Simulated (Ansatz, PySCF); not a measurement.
Reaction (SMILES): CF (CH3F) [fluoromethane] -> [CH3] (CH3) + F atom (the C-F bond at the site shown breaks; other sites are not compared here)
Each molecule is optimised on its own at B3LYP-D3(BJ)/def2-TZVP (Ansatz, an electronic-structure program). Frequencies are from Ansatz or PySCF.
Geometry of the first species:
```xyz
5

C     -0.6251     0.0987     0.0634
F      0.7404    -0.1169    -0.0750
H     -0.8995    -0.0428     1.1096
H     -0.8540     1.1182    -0.2499
H     -1.1596    -0.6155    -0.5645
```

Wanted: bond dissociation energy (enthalpy at 298 K, with B3LYP-D3(BJ) rigid-rotor harmonic-oscillator terms), in kJ/mol. Valence correlation only, unless marked. Open shells are spin-unrestricted. No spin-orbit coupling. No relativistic terms. Basis-set limits of correlation are two-point, X^-3; Hartree-Fock from the larger set.

```tsv
level	program	bond dissociation energy (kJ/mol)	minus last row
HF/def2-QZVPPD	Ansatz	275.8	-186.8
BLYP-D4/def2-TZVPD	Ansatz + dftd4	465.1	2.5
TPSS-D4/def2-TZVPD	PySCF + dftd4	459.5	-3.1
BHLYP-D4/def2-TZVPD	Ansatz + dftd4	416.8	-45.8
MP2/CBS(def2-TZVPPD,def2-QZVPPD)	Ansatz	492.9	30.3
CCSD/def2-SVP	Ansatz	422.2	-40.4
CCSD/CBS(def2-TZVPP,def2-QZVPP)	Ansatz	447.9	-14.7
CCSD(T)/aug-cc-pVTZ	Ansatz	454.0	-8.6
CCSD(T)/def2-QZVPP	Ansatz	456.9	-5.7
CCSD(T)/CBS(def2-TZVPPD,def2-QZVPPD)	Ansatz	462.6	0.0
```
